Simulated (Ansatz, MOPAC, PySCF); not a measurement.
Dimer: C2H4 (SMILES C=C) (first 6 atoms) with CH6Si (SMILES C[SiH3]); geometry from B3LYP-D3(BJ)/def2-TZVP, rigid monomers moved along the line of their centres of mass till H3···Si8 is 3.83 Å.
(charge 0, multiplicity 1):
```xyz
14

C      0.491    -0.015     0.018
C     -0.809     0.218     0.125
H      1.218     0.544     0.593
H      0.881    -0.776    -0.648
H     -1.538    -0.341    -0.450
H     -1.196     0.978     0.792
C     -0.725    -1.043     4.271
Si     0.569     0.310     4.361
H     -1.679    -0.696     4.672
H     -0.413    -1.916     4.846
H     -0.880    -1.351     3.236
H      0.138     1.508     3.599
H      1.861    -0.154     3.800
H      0.798     0.722     5.769
```

Interaction energies are E(AB) − E(A) − E(B) at the monomers' geometry in the complex; basis-set methods are counterpoise corrected. Rows marked so take none.

Cores are frozen in the correlated methods. Rows in 6-31G*, STO-3G carry no dispersion term and start afresh at each structure (6-31G* with six Cartesian d functions). The state that PM6 reach isn't checked.

Run with Ansatz (Gaussian basis) for Hartree–Fock, density functionals and correlated methods; MOPAC for PM6 (differences of heats of formation); PySCF for 6-31G* rows, STO-3G rows, the dispersion terms. Each number belongs to the level named beside it.

| level | interaction energy (kcal/mol) |
|---|---|
| PM6 | -0.17 |
| HF/STO-3G (no counterpoise) | -0.03 |
| PBE/def2-TZVPPD | -0.63 |
| r2SCAN/def2-TZVPPD | -0.77 |
| B3LYP-D3(BJ)/def2-TZVPPD | -1.40 |
| B3LYP-D4/def2-TZVPPD | -1.31 |
| M06-2X/6-31G* (no counterpoise) | -1.60 |
| MP2/aug-cc-pV(D+d)Z | -1.21 |
| SCS-MP2/aug-cc-pV(D+d)Z | … |

Problem. What belongs in the gaps?

Solution. 
- SCS-MP2/aug-cc-pV(D+d)Z, interaction energy (kcal/mol): -0.93

Ansatz is a first-principles code.
